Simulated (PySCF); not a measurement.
Compound: C3H10FSi2 (doublet state).
Z-matrix (Å and degrees, GFN2-xTB geometry), rows numbered from 1:
```
F 
C   1  1.3822
C   2  1.4847  1  112.85
Si  3  1.8509  2  119.26  1  -158.72
C   3  1.4635  2  117.37  1    30.22
Si  5  1.9332  3  111.17  2    75.88
H   2  1.0958  1  106.54  3  -122.94
H   2  1.1029  1  105.10  3   122.09
H   4  1.4740  3  112.90  2   -85.58
H   4  1.4657  3  108.61  2    34.01
H   4  1.4648  3  108.45  2   154.77
H   5  1.0924  3  111.37  2   -42.18
H   5  1.0892  3  111.00  2  -163.52
H   6  1.4627  5  107.82  3   178.88
H   6  1.4634  5  108.32  3    58.62
H   6  1.4624  5  108.61  3   -61.32
```

The hyperfine couplings belong to this conformer and change with its torsions.

Identity: `FC[C](C[SiH3])[SiH3]` [radical].

Computed with UKS B3LYP, pcH-1 on C F H Si, non-relativistic, mean-field spin-orbit, GIAO (PySCF). The structure is a single GFN2-xTB conformer in the gas phase; no vibrational or solvent corrections. A GFN2-xTB geometry isn't a minimum of the functional, and hyperfine couplings can be far from their values at a DFT geometry. No stability test was run, so a lower SCF solution isn't excluded.

The largest Mulliken spin populations are on C3 (+0.89), Si6 (+0.08) and C2 (-0.06). C3 is the only atom above +0.15. The angles at C3 add up to 359.4°, so it is planar.

(1) How do the β-proton couplings of this frozen conformer go with θ, the angle between the C–H bond and the normal to the plane of the spin centre's three neighbours, both seen down the bond from centre to carbon?

## Answers

(1) 
| β H | on | centre | θ (°) | cos²θ | a (G) |
| --- | --- | --- | --- | --- | --- |
| H7 | C2 | C3 | 56 | 0.32 | +16.89 |
| H8 | C2 | C3 | 3 | 1.00 | +43.92 |
| H12 | C5 | C3 | 53 | 0.37 | +23.38 |
| H13 | C5 | C3 | 69 | 0.13 | +8.06 |

Fitting the Heller–McConnell form a = ρ(B0 + B2 cos²θ), with Mulliken ρ = 0.89, gives B0 = 5.5 G and B2 = 45.0 G, with a largest miss of 3.7 G. By this fit the coupling would be 44.9 G at θ = 0° and 4.9 G at 90°.

Couplings in gauss use g_iso = 2.0028.

On Arm Neoverse V2, one thread, shared host with 96 logical CPUs at a one-minute load of 40, this took 77 s wall (with the writing of density and orbital grids) and 1.1 GiB of memory at its peak.
